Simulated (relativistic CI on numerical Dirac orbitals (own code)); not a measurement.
# Sensitivity of the levels of Yb⁸⁺ to α and to the nuclear radius

Computed by Dirac-Coulomb-Breit CI, orbitals from a KLI potential per configuration, derivatives by finite differences, unscaled Slater integrals, QED left out (own radial code, finite nucleus).

Configuration list (outside the closed core [Kr] 4d10): 4f12 5s2 5p2, 4f14 5s2, 4f13 5s2 5p, 4f12 5s 5p3, 4f12 5p4, 4f14 5s 5p, 4f14 5p2, 4f13 5s2 5d. The list is cut by size and lacks configurations that can hold low levels.

With x = (α/α₀)² − 1 an excitation energy changes as ω = ω₀ + qx; K = 2q/ω₀ is the relative enhancement. Terms are leading LS components, so labels can repeat. The field-shift factor is F = δν/δ⟨r²⟩ for the transition from the lowest level.

Lowest level 4f12 5s2 5p2 3H_6.

```
            Level  ω₀ (cm⁻¹)  q (cm⁻¹)  F (GHz/fm²)
4f12 5s2 5p2 3F_4     7772.9     -1068         0.17
4f12 5s2 5p2 5H_5    11744.2     10580        0.261
4f12 5s2 5p2 3H_4    18646.9     10880        0.536
4f12 5s2 5p2 3F_2    20188.6      7014        0.277
4f12 5s2 5p2 5G_3    20548.4     10630        0.408
4f12 5s2 5p2 3H_4    30301.4     18880        0.724
4f12 5s2 5p2 3P_2    38197.6     11020        0.371
4f12 5s2 5p2 5D_0    44633.8     15870       -0.225
4f12 5s2 5p2 3I_6    47150.1     10180        0.657
4f12 5s2 5p2 5D_1    47848.3     20000       -0.137
4f12 5s2 5p2 5H_7    50316.6     78590        -7.97
4f12 5s2 5p2 3F_2    52365.1     23050        0.307
4f12 5s2 5p2 5G_5    59056.7     77910        -7.55
```

At this charge configurations can still be misplaced by up to about 7 % of their energy. Terms inside the open d or f shell come out 10 to 20 % too wide with unscaled integrals. Levels and lines within the n = 5 or 6 shells can be off by up to 10 % or somewhat more, and those that change n by about 2 %, since core polarisation is missing.

Which transition from the lowest level has the largest |K|?

4f12 5s2 5p2 5H_7 at 50316.6 cm⁻¹, K = 3.12.
